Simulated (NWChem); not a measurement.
# Lowest excitation of F$_{2}$Si

```
Si
F 1 1.6269
F 1 1.6269 2 100.02
```
Charge 0, spin multiplicity 1.

The numbers come from NWChem runs, not from measurements. All single points use one geometry, from PBE0/def2-SVP, a minimum by its harmonic frequencies.

Basis set: def2-SVPD. CR-EOMCCSD(T) is the triples correction to the same EOM-CCSD root.

The correlated methods keep 7 core orbitals frozen. B3LYP has NWChem's definition, with VWN1-RPA local correlation. The structure started from a generated list of species. Coupled-cluster values serve here as a point of comparison, not as the truth.

Question: Order these methods by the lowest vertical singlet excitation energy they give, lowest first: CIS, TD-PBE, TD-B3LYP, TDA-CAM-B3LYP, EOM-CCSD, CR-EOMCCSD(T).

Answer: TD-PBE (5.37 eV), TD-B3LYP (5.54 eV), CR-EOMCCSD(T) (5.65 eV), EOM-CCSD (5.75 eV), TDA-CAM-B3LYP (5.91 eV), CIS (6.12 eV)
